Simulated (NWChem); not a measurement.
System: trimethylarsine (C₃H₉As); SMILES C[As](C)C

NWChem printed, in part:

```
             Northwest Computational Chemistry Package (NWChem) 7.3.0
             --------------------------------------------------------

 C3V symmetry detected

                             Geometry "geometry" -> ""
                             -------------------------

 Output coordinates in angstroms (scale by  1.889725989 to convert to a.u.)

  No.       Tag          Charge          X              Y              Z
 ---- ---------------- ---------- -------------- -------------- --------------
    1 C                    6.0000     1.20502603     1.20502603    -0.51369975
    2 As                  33.0000     0.00000000    -0.00000000     0.46849425
    3 C                    6.0000     0.44107014    -1.64609617    -0.51369975
    4 C                    6.0000    -1.64609617     0.44107014    -0.51369975
    5 H                    1.0000     1.09438205     1.09438205    -1.60338375
    6 H                    1.0000     2.24652975     0.98771954    -0.23392725
    7 H                    1.0000     0.98771954     2.24652975    -0.23392725
    8 H                    1.0000     0.40057163    -1.49495368    -1.60338375
    9 H                    1.0000    -0.26787466    -2.43941161    -0.23392725
   10 H                    1.0000     1.45169207    -1.97865509    -0.23392725
   11 H                    1.0000    -1.49495368     0.40057163    -1.60338375
   12 H                    1.0000    -2.43941161    -0.26787466    -0.23392725
   13 H                    1.0000    -1.97865509     1.45169207    -0.23392725

 Effective nuclear repulsion energy (a.u.)     290.0995563262

      Symmetry information
      --------------------

 Group name             C3v
 Group number             17
 Group order               6
 No. of unique centers     4

                                Z-matrix (autoz)
                                --------

 Units are Angstrom for bonds and degrees for angles

      Type          Name      I     J     K     L     M      Value
      ----------- --------  ----- ----- ----- ----- ----- ----------
    1 Stretch                  1     2                       1.96695
    2 Stretch                  1     5                       1.10086
    3 Stretch                  1     6                       1.10010
    4 Stretch                  1     7                       1.10010
    5 Stretch                  2     3                       1.96695
    6 Stretch                  2     4                       1.96695
    7 Stretch                  3     8                       1.10086
    8 Stretch                  3     9                       1.10010
    9 Stretch                  3    10                       1.10010
   10 Stretch                  4    11                       1.10086
   11 Stretch                  4    12                       1.10010
   12 Stretch                  4    13                       1.10010
   13 Bend                     1     2     3                97.23707
   14 Bend                     1     2     4                97.23707
   15 Bend                     2     1     5               111.78539
   16 Bend                     2     1     6               109.39000
   17 Bend                     2     1     7               109.39000
   18 Bend                     2     3     8               111.78539
   19 Bend                     2     3     9               109.39000
   20 Bend                     2     3    10               109.39000
   21 Bend                     2     4    11               111.78539
   22 Bend                     2     4    12               109.39000
   23 Bend                     2     4    13               109.39000
   24 Bend                     3     2     4                97.23707
   25 Bend                     5     1     6               109.08877
   26 Bend                     5     1     7               109.08877
   27 Bend                     6     1     7               108.01983
   28 Bend                     8     3     9               109.08877
   29 Bend                     8     3    10               109.08877
   30 Bend                     9     3    10               108.01983
   31 Bend                    11     4    12               109.08877
   32 Bend                    11     4    13               109.08877
   33 Bend                    12     4    13               108.01983
   34 Torsion                  1     2     3     8         -49.14351
   35 Torsion                  1     2     3     9        -170.07630
   36 Torsion                  1     2     3    10          71.78927
   37 Torsion                  1     2     4    11          49.14351
   38 Torsion                  1     2     4    12         170.07630
   39 Torsion                  1     2     4    13         -71.78927
   40 Torsion                  3     2     1     5          49.14351
   41 Torsion                  3     2     1     6         -71.78927
   42 Torsion                  3     2     1     7         170.07630
   43 Torsion                  3     2     4    11         -49.14351
   44 Torsion                  3     2     4    12          71.78927
   45 Torsion                  3     2     4    13        -170.07630
   46 Torsion                  4     2     1     5         -49.14351
   47 Torsion                  4     2     1     6        -170.07630
   48 Torsion                  4     2     1     7          71.78927
   49 Torsion                  4     2     3     8          49.14351
   50 Torsion                  4     2     3     9         -71.78927
   51 Torsion                  4     2     3    10         170.07630

  xc_inp: hfexch multiplicative factor not found.

                           NWChem Geometry Optimization
                           ----------------------------

 maximum gradient threshold         (gmax) =   0.000450
 rms gradient threshold             (grms) =   0.000300
 maximum cartesian step threshold   (xmax) =   0.001800
 rms cartesian step threshold       (xrms) =   0.001200
 fixed trust radius                (trust) =   0.300000
 source of zmatrix                         =   autoz

          -------------------
          Energy Minimization
          -------------------

 Using diagonal initial Hessian
 Scaling for Hessian diagonals: bonds = 1.00  angles = 0.25  torsions = 0.10

          --------
          Step   0

                                 NWChem DFT Module
                                 -----------------

 Summary of "ao basis" -> "ao basis" (spherical)
 ------------------------------------------------------------------------------
       Tag                 Description            Shells   Functions and Types
 ---------------- ------------------------------  ------  ---------------------
 C                           3-21g                   5        9   3s2p
 As                          3-21g                  10       22   5s4p1d
 H                           3-21g                   2        2   2s

[...]

      ----------------------
      Optimization converged
      ----------------------

  Step       Energy      Delta E   Gmax     Grms     Xrms     Xmax
  ---- ---------------- -------- -------- -------- -------- --------
@    4   -2341.63969510 -3.2D-07  0.00002  0.00001  0.00020  0.00062
                                     ok       ok       ok       ok

                                Z-matrix (autoz)
                                --------

 Units are Angstrom for bonds and degrees for angles

      Type          Name      I     J     K     L     M      Value     Gradient
      ----------- --------  ----- ----- ----- ----- ----- ---------- ----------
    1 Stretch                  1     2                       1.98402   -0.00002
    2 Stretch                  1     5                       1.08386   -0.00001
    3 Stretch                  1     6                       1.08356   -0.00001
    4 Stretch                  1     7                       1.08356   -0.00001
    5 Stretch                  2     3                       1.98402   -0.00002
    6 Stretch                  2     4                       1.98402   -0.00002
    7 Stretch                  3     8                       1.08386   -0.00001
    8 Stretch                  3     9                       1.08356   -0.00001
    9 Stretch                  3    10                       1.08356   -0.00001
   10 Stretch                  4    11                       1.08386   -0.00001
   11 Stretch                  4    12                       1.08356   -0.00001
   12 Stretch                  4    13                       1.08356   -0.00001
   13 Bend                     1     2     3                98.33248    0.00000
   14 Bend                     1     2     4                98.33248    0.00000
   15 Bend                     2     1     5               111.82263    0.00001
   16 Bend                     2     1     6               109.37744   -0.00000
   17 Bend                     2     1     7               109.37744   -0.00000
   18 Bend                     2     3     8               111.82263    0.00001
   19 Bend                     2     3     9               109.37744   -0.00000
   20 Bend                     2     3    10               109.37744   -0.00000
   21 Bend                     2     4    11               111.82263    0.00001
   22 Bend                     2     4    12               109.37744   -0.00000
   23 Bend                     2     4    13               109.37744   -0.00000
   24 Bend                     3     2     4                98.33248    0.00000
   25 Bend                     5     1     6               108.93810   -0.00001
   26 Bend                     5     1     7               108.93810   -0.00001
   27 Bend                     6     1     7               108.31858    0.00001
   28 Bend                     8     3     9               108.93810   -0.00001
   29 Bend                     8     3    10               108.93810   -0.00001
   30 Bend                     9     3    10               108.31858    0.00001
   31 Bend                    11     4    12               108.93810   -0.00001
   32 Bend                    11     4    13               108.93810   -0.00001
   33 Bend                    12     4    13               108.31858    0.00001
   34 Torsion                  1     2     3     8         -49.87871   -0.00000
   35 Torsion                  1     2     3     9        -170.63773    0.00000
   36 Torsion                  1     2     3    10          70.88030   -0.00001
   37 Torsion                  1     2     4    11          49.87871    0.00000
   38 Torsion                  1     2     4    12         170.63773   -0.00000
   39 Torsion                  1     2     4    13         -70.88030    0.00001
   40 Torsion                  3     2     1     5          49.87871    0.00000
   41 Torsion                  3     2     1     6         -70.88030    0.00001
   42 Torsion                  3     2     1     7         170.63773   -0.00000
   43 Torsion                  3     2     4    11         -49.87871   -0.00000
   44 Torsion                  3     2     4    12          70.88030   -0.00001
   45 Torsion                  3     2     4    13        -170.63773    0.00000
   46 Torsion                  4     2     1     5         -49.87871   -0.00000
   47 Torsion                  4     2     1     6        -170.63773    0.00000
   48 Torsion                  4     2     1     7          70.88030   -0.00001
   49 Torsion                  4     2     3     8          49.87871    0.00000
   50 Torsion                  4     2     3     9         -70.88030    0.00001
   51 Torsion                  4     2     3    10         170.63773   -0.00000

[...]

 Rotational Constants
 --------------------
 A=   0.155623 cm-1  (  0.223902 K)
 B=   0.155623 cm-1  (  0.223902 K)
 C=   0.110495 cm-1  (  0.158974 K)

 Temperature                      =   298.15K
 frequency scaling parameter      =   1.0000

 Zero-Point correction to Energy  =   74.564 kcal/mol  (  0.118825 au)
 Thermal correction to Energy     =   78.990 kcal/mol  (  0.125879 au)
 Thermal correction to Enthalpy   =   79.583 kcal/mol  (  0.126823 au)

 Total Entropy                    =   79.552 cal/mol-K
   - Translational                =   40.243 cal/mol-K (mol. weight = 119.9920)
   - Rotational                   =   23.709 cal/mol-K (symmetry #  =        3)
   - Vibrational                  =   15.600 cal/mol-K

 Cv (constant volume heat capacity) =   23.161 cal/mol-K
   - Translational                  =    2.979 cal/mol-K
   - Rotational                     =    2.979 cal/mol-K
   - Vibrational                    =   17.202 cal/mol-K

[normal modes left out]

 ----------------------------------------------------------------------------
 Normal Eigenvalue ||           Projected Infra Red Intensities
  Mode   [cm**-1]  || [atomic units] [(debye/angs)**2] [(KM/mol)] [arbitrary]
 ------ ---------- || -------------- ----------------- ---------- -----------
    1       -0.000 ||    0.000169           0.004         0.164       0.174
    2       -0.000 ||    0.000004           0.000         0.004       0.004
    3        0.000 ||    0.000005           0.000         0.005       0.005
    4        0.000 ||    0.000001           0.000         0.001       0.002
    5        0.000 ||    0.000231           0.005         0.226       0.239
    6        0.000 ||    0.000260           0.006         0.254       0.269
    7      142.962 ||    0.000000           0.000         0.000       0.000
    8      165.030 ||    0.000019           0.000         0.019       0.020
    9      165.031 ||    0.000019           0.000         0.019       0.020
   10      215.556 ||    0.000420           0.010         0.409       0.434
   11      215.557 ||    0.000420           0.010         0.409       0.434
   12      234.378 ||    0.001230           0.028         1.199       1.272
   13      612.785 ||    0.002732           0.063         2.663       2.825
   14      624.704 ||    0.015892           0.367        15.492      16.431
   15      624.704 ||    0.015892           0.367        15.492      16.431
   16      870.954 ||    0.000000           0.000         0.000       0.000
   17      898.286 ||    0.000540           0.012         0.526       0.558
   18      898.286 ||    0.000540           0.012         0.526       0.558
   19     1020.665 ||    0.025533           0.589        24.890      26.399
   20     1020.666 ||    0.025532           0.589        24.890      26.399
   21     1021.421 ||    0.063715           1.470        62.112      65.878
   22     1462.303 ||    0.007372           0.170         7.187       7.623
   23     1462.304 ||    0.007372           0.170         7.187       7.623
   24     1487.633 ||    0.006204           0.143         6.048       6.415
   25     1621.401 ||    0.000000           0.000         0.000       0.000
   26     1628.027 ||    0.006422           0.148         6.261       6.640
   27     1628.027 ||    0.006422           0.148         6.261       6.640
   28     1635.902 ||    0.018295           0.422        17.835      18.917
   29     1635.902 ||    0.018296           0.422        17.835      18.917
   30     1642.827 ||    0.015194           0.351        14.812      15.710
   31     3196.991 ||    0.016504           0.381        16.089      17.064
   32     3197.341 ||    0.024461           0.564        23.846      25.291
   33     3197.341 ||    0.024462           0.564        23.846      25.292
   34     3274.740 ||    0.002554           0.059         2.490       2.641
   35     3274.740 ||    0.002555           0.059         2.490       2.641
   36     3276.040 ||    0.000000           0.000         0.000       0.000
   37     3276.368 ||    0.034228           0.790        33.367      35.390
   38     3277.168 ||    0.016849           0.389        16.425      17.421
   39     3277.168 ||    0.016849           0.389        16.425      17.421
 ----------------------------------------------------------------------------
```

Level: Hartree-Fock/3-21G. 

Reconstruct the input file.

This is not unique; one that fits is the input that was run:
```
start job
memory heap 200 mb stack 900 mb global 1100 mb
geometry units angstroms
  C      0.635177     1.581368    -0.530516
  As     0.000000     0.000000     0.451678
  C      1.051916    -1.340764    -0.530516
  C     -1.687094    -0.240604    -0.530516
  H      0.578122     1.435661    -1.620200
  H      1.677908     1.791350    -0.249693
  H      0.025434     2.453572    -0.251794
  H      0.954258    -1.218498    -1.620200
  H      0.712400    -2.348786    -0.249693
  H      2.112139    -1.248813    -0.251794
  H     -1.532379    -0.217162    -1.620200
  H     -2.137573    -1.204759    -0.251794
  H     -2.390309     0.557436    -0.249693
end
basis spherical
  * library 3-21g
end
dft
  xc hfexch
  iterations 150
end
driver
  maxiter 120
end
task dft optimize
task dft freq
```
